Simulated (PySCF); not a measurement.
O2Si.

```xyz
3

O      0.0000     0.0000     1.5050
Si     0.0000     0.0000     0.0000
O      0.0000     0.0000    -1.5050
```
Charge 0, spin multiplicity 1.

Geometry optimised at ωB97X-D3(BJ)/def2-TZVP.

Computed with PBE/pcSseg-2 (PySCF). Non-relativistic, no solvent.

Computed absolute GIAO shielding of each atom: isotropic value and principal components (ppm):
| atom | σ(iso) | σ11 | σ22 | σ33 | span |
|---|---|---|---|---|---|
| O1 | 203.4 | 97.3 | 97.3 | 415.6 | 318.3 |
| Si2 | 326.2 | 47.8 | 47.8 | 883.0 | 835.1 |
| O3 | 203.4 | 97.3 | 97.3 | 415.6 | 318.3 |
